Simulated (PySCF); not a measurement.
**Krypton: a sound run and one with changed settings**

Sound run: Kr²⁺ [Ar] 3d10 4s2 4p4, Kr³⁺ [Ar] 3d10 4s2 4p3. Calculation: PySCF 2.14, in def2-SVP; the non-relativistic Hamiltonian (point nucleus). In the sound run the correlated levels freeze [Ar] 3d10. The sound run starts from symmetry-adapted Hartree-Fock orbitals and uses a fine grid where one is needed.

Changed run: initial guess atom, at most 50 SCF cycles.

| species | method | sound run (hartree) | changed run (hartree) | converged |
| --- | --- | --- | --- | --- |
| Kr²⁺ | UHF | -2750.32554 | -2750.32554 | yes |
| Kr²⁺ | PBE0 | -2751.70274 | -2751.70274 | yes |
| Kr²⁺ | CCSD(T) | -2750.42262 | -2750.42262 | yes |
| Kr³⁺ | MN15 | -2751.03466 | -2751.03466 | yes |
| Kr³⁺ | MP2 | -2749.13082 | -2749.13082 | yes |

Here the plain start reaches the same solutions.
